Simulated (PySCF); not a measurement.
C₄H₄F₂.

```xyz
10

C      2.9038     0.5982    -0.0021
C      1.4684     0.3978    -0.0476
C      0.2672     0.2161    -0.0777
C     -1.1820     0.0519    -0.1407
F     -1.7045    -0.1087     1.1073
F     -1.5118    -1.0539    -0.8650
H      3.2180     0.9582     0.9906
H      3.2251     1.3409    -0.7496
H      3.4390    -0.3429    -0.2057
H     -1.6798     0.9229    -0.6068
```
Charge 0, spin multiplicity 1.

Geometry optimised at r2SCAN-D4/def2-SVP.

The numbers are results of PySCF with PBE/pcSseg-1, not measurements. Non-relativistic, no solvent.

### Question
Give the absolute GIAO shielding of each atom: isotropic value and principal components (ppm). (Estimate from the structure and the level; the computed values follow.)

### Answer

```csv
atom,σ(iso),σ11,σ22,σ33,span
C1,175.2,166.4,166.5,192.8,26.5
C2,90.0,12.2,13.0,244.8,232.6
C3,103.1,14.5,19.6,275.0,260.5
C4,66.7,44.3,67.0,88.9,44.6
F5,275.3,145.7,319.4,360.6,214.9
F6,275.1,145.4,319.2,360.6,215.2
H7,29.2,24.4,27.4,35.6,11.2
H8,29.2,24.5,27.4,35.7,11.2
H9,29.1,24.4,27.4,35.6,11.2
H10,24.7,22.5,23.1,28.3,5.8
```
